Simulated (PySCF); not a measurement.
NICS in one family of compounds.

NICS is the negative of the GIAO shielding at a point without a nucleus: at the ring centre (0) and 1 Å above and below it (1); zz is the component along the ring normal. Level: GIAO PBE0/pcSseg-1 (PySCF, non-relativistic, gas phase) on the GFN2-xTB geometries, one conformer each. Atom numbers follow the mapped SMILES.

Problem. Order these rings by mean NICS(1)zz, lowest (most negative) first (ppm).
A. ring C3–C4–C5–C7–C8–P10 in `[CH3:1][O:2][c:3]1[cH:4][c:5]([Cl:6])[cH:7][c:8]([CH3:9])[p:10]1`
B. ring C4–C5–C6–C8–C9–P10 in `[CH3:1][CH:2]([CH3:3])[c:4]1[cH:5][c:6]([Cl:7])[cH:8][cH:9][p:10]1`
C. ring C3–C4–C5–C7–C8–P11 in `[CH3:1][O:2][c:3]1[cH:4][c:5]([Cl:6])[cH:7][c:8]([CH:9]=[O:10])[p:11]1`

Solution. B (-24.5), A (-23.1), C (-21.4).

| SMILES | ring | NICS(0) | NICS(1) | NICS(1)zz | HOMA | rms pucker (Å) | ring atoms with four or more neighbours |
| --- | --- | --- | --- | --- | --- | --- | --- |
| CC(C)c1cc(Cl)ccp1 | 6-membered ring with P; formal bonds all aromatic | -8.0 | -10.3 | -24.5 | 0.92 | 0.00 | 0 |
| COc1cc(Cl)cc(C)p1 | 6-membered ring with P; formal bonds all aromatic | -8.9 | -10.1 | -23.1 | 0.88 | 0.00 | 0 |
| COc1cc(Cl)cc(C=O)p1 | 6-membered ring with P; formal bonds all aromatic | -8.0 | -9.7 | -21.4 | 0.85 | 0.00 | 0 |

NICS(0) gives another order. The isotropic NICS(1) gives the same order. HOMA uses Krygowski's 1993 parameters. NICS(1) and NICS(1)zz are means over the two faces.
